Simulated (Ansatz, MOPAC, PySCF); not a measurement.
Isomers of CH8Si2. All species are isolated molecules in the gas phase. Strings in code marks are SMILES.

Quantity: vertical ionisation energy (energy after one electron is removed minus that of the parent at the parent's geometry), in eV.

Level 1: PBE0-D4/def2-TZVP (PySCF)
Level 2: minus the HOMO energy of HF/STO-3G // PBE0-D4/def2-TZVP (PySCF)
Level 3: minus the HOMO energy of PM3 // PBE0-D4/def2-TZVP (MOPAC)
Level 4: HF/cc-pVTZ // PBE0-D4/def2-TZVP (Ansatz, a program for electronic structure)

| species | level 1 | level 2 | level 3 | level 4 |
|---|---|---|---|---|
| `C[SiH2][SiH3]` | 10.06 | 8.51 | 9.69 | 9.41 |
| `[SiH3]C[SiH3]` | 10.80 | 9.71 | 10.30 | 10.20 |
